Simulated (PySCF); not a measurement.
# How methods differ on the ionisation energy of Pb

Pb [Xe] 4f14 5d10 6s2 6p2 (3P) → Pb⁺ [Xe] 4f14 5d10 6s2 6p1 (2P), as a difference of total energies. Calculation: PySCF 2.14, in def2-TZVP with the def2 core potential (60 electrons) (6s5p3d2f, 50 functions); a scalar-relativistic core potential. Correlated levels: valence: 5s2 5p6 5d10 frozen. The calculations carry no spin-orbit coupling.

```tsv
method	ionisation energy (eV)
UHF	6.569
LDA	7.163
M06-2X	6.945
MP2 (valence)	6.823
SCS-MP2 (valence)	6.762
CCSD (valence)	6.858
CCSD(T) (valence)	6.875
```

Problem. How much does correlation contribute at CCSD(T) (valence)?

Solution. 6.875 − (6.569) = 0.306 eV, measured against UHF.

Spin-orbit coupling is strong in these open shells (close to jj coupling). The scalar numbers leave it out and a first-order estimate fails, so it can dominate the gap to the real levels.

Errors of the correlated levels include the incompleteness of this basis and the frozen core.

For comparison: 7.417 eV (measured; NIST Atomic Spectra Database, ionization energies).
